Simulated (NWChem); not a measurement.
Molecule: CH₂BF₃O₂; SMILES FC(F)(B(O)O)F

```xyz
9

B     -0.0365     0.9924     0.0001
C     -0.0108    -0.6231     0.0001
F     -0.5983    -1.1460    -1.0809
F     -0.6046    -1.1467     1.0772
F      1.2697    -1.0667     0.0036
O     -1.2343     1.6006     0.0001
H     -1.1644     2.5623    -0.0001
O      1.1277     1.6764    -0.0001
H      1.8964     1.0938     0.0002
```
Atoms are numbered in this order, from 1.

All runs use the structure optimised with PBE0/def2-SVP.

Question: Give the principal values of the shielding tensors (ppm) of B1, C2, F3, F5, O6 from PBE0/pcSseg-1, GIAO (NWChem), with their diamagnetic and paramagnetic parts as GIAO splits them.

Answer: 
```json
[
 {"atom": "B1", "σ11": "52.8", "σ22": "85.0", "σ33": "95.6", "isotropic": "77.8", "diamagnetic": "195.2", "paramagnetic": "-117.4"},
 {"atom": "C2", "σ11": "52.3", "σ22": "53.5", "σ33": "64.8", "isotropic": "56.9", "diamagnetic": "243.7", "paramagnetic": "-186.9"},
 {"atom": "F3", "σ11": "163.7", "σ22": "279.4", "σ33": "338.5", "isotropic": "260.5", "diamagnetic": "473.7", "paramagnetic": "-213.2"},
 {"atom": "F5", "σ11": "161.2", "σ22": "279.4", "σ33": "356.4", "isotropic": "265.6", "diamagnetic": "474.7", "paramagnetic": "-209.0"},
 {"atom": "O6", "σ11": "109.7", "σ22": "259.7", "σ33": "295.1", "isotropic": "221.5", "diamagnetic": "388.0", "paramagnetic": "-166.5"}
]
```
